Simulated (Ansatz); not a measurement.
Start from `OC[SiH]1[SiH2][SiH2]1` and change one atom or group to get `O[SiH]1[SiH2][SiH2]1`.

Ansatz, PBE0-D4/def2-TZVP geometries, multiplicity 1. Each molecule was computed in one conformer, which needn't be the lowest.

| property | `OC[SiH]1[SiH2][SiH2]1` |
| --- | --- |
| size of the dipole moment (ωB97M-V/def2-TZVPP) / D | 1.91 |
| LUMO energy (ωB97M-V/def2-TZVPP) / eV | 0.81 |
| HOMO–LUMO gap (ωB97M-V/def2-TZVPP) / eV | 9.47 |
| HOMO energy (ωB97M-V/def2-TZVPP) / eV | -8.66 |
| HOMO energy (PBE/def2-TZVPP) / eV | -5.76 |
| size of the dipole moment (B3LYP/def2-TZVPP) / D | 1.91 |

(1) What does the change do to each property? (Best estimate.)

## Answers

(1) Computed: 
```
                                          property  `O[SiH]1[SiH2][SiH2]1`  shift
size of the dipole moment (ωB97M-V/def2-TZVPP) / D                    1.27  -0.64
             LUMO energy (ωB97M-V/def2-TZVPP) / eV                    0.54  -0.27
           HOMO–LUMO gap (ωB97M-V/def2-TZVPP) / eV                    9.23  -0.24
             HOMO energy (ωB97M-V/def2-TZVPP) / eV                   -8.69  -0.03
                 HOMO energy (PBE/def2-TZVPP) / eV                   -5.77  -0.01
  size of the dipole moment (B3LYP/def2-TZVPP) / D                    1.25  -0.66
```

The zero-point energy changes by -74.0 kJ/mol with -9 modes. Dipoles are sizes alone; their direction can turn.

B3LYP here is the variant with VWN-RPA as its local correlation; programs differ in this.
